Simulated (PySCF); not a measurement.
A side-by-side comparison of computed properties.

First species: C₃H₇FOSi.
SMILES: `CC[Si@@H](F)C=O`

Second species: C6H12Si.
SMILES: `C1C[C@@H](C2CC2)[SiH2]1`

Levels: wB97X-D/def2-SVPD for dipole moment, HOMO energy, LUMO energy, HOMO–LUMO gap, static isotropic polarisability and electronic spatial extent ⟨r²⟩ about the centre of nuclear charge; TDDFT wB97X-D/def2-SVPD for lowest singlet excitation; TDA wB97X-D/def2-SVPD for lowest triplet excitation (Tamm–Dancoff); GFN2-xTB for rotational constant A and rotational constant C. Geometries: GFN2-xTB. All species are isolated and taken at one optimised geometry, non-relativistic unless stated. Electronic properties by PySCF.

Dipoles, sizes and rotational constants follow the conformer. The torsions of the flexible species, by atom-mapped SMILES:
- `[CH3:1][CH2:2][Si@@H:3]([F:4])[CH:5]=[O:6]`: C1–C2–Si3–F4 -62°, C2–Si3–C5–O6 70°
- `[CH2:1]1[CH2:2][C@@H:3]([CH:4]2[CH2:5][CH2:6]2)[SiH2:7]1`: C2–C3–C4–C5 74°

```json
{"property": "dipole moment", "column X": "0.38 D", "column Y": "1.92 D"}
{"property": "HOMO energy", "column X": "-9.42 eV", "column Y": "-9.10 eV"}
{"property": "LUMO energy", "column X": "1.93 eV", "column Y": "0.01 eV"}
{"property": "HOMO–LUMO gap", "column X": "11.35 eV", "column Y": "9.11 eV"}
{"property": "lowest singlet excitation", "column X": "6.99 eV", "column Y": "3.16 eV"}
{"property": "lowest triplet excitation (Tamm–Dancoff)", "column X": "6.35 eV", "column Y": "2.51 eV"}
{"property": "static isotropic polarisability", "column X": "91.0 au", "column Y": "63.5 au"}
{"property": "electronic spatial extent ⟨r²⟩ about the centre of nuclear charge", "column X": "1002 bohr²", "column Y": "808 bohr²"}
{"property": "rotational constant A", "column X": "3.985 GHz", "column Y": "3.126 GHz"}
{"property": "rotational constant C", "column X": "1.344 GHz", "column Y": "1.585 GHz"}
```

Which column belongs to which species?

Column X is the second species and column Y the first. The first has 13 atoms and 56 electrons, the second 19 and 62.

How does each property change from the first species to the second?

dipole moment -1.54 D; HOMO energy -0.32 eV; LUMO energy +1.92 eV; HOMO–LUMO gap +2.24 eV; lowest singlet excitation +3.83 eV; lowest triplet excitation (Tamm–Dancoff) +3.84 eV; static isotropic polarisability +27.5 au; electronic spatial extent ⟨r²⟩ about the centre of nuclear charge +194 bohr²; rotational constant A +0.859 GHz; rotational constant C -0.241 GHz.

On the first: S1 lies 5.95 eV below the HOMO–LUMO gap; its leading configuration is HOMO→LUMO, weight 0.97. In atomic units the dipole is 0.76 e·bohr (1 au = 2.5417 D).

On the second: S1 lies 4.36 eV below the HOMO–LUMO gap; its leading configuration is HOMO−1→LUMO, weight 0.54. The polarisability is 13.49 Å³ as a volume (1 au = 0.148185 Å³), or 1.47 au for each of the 62 electrons.
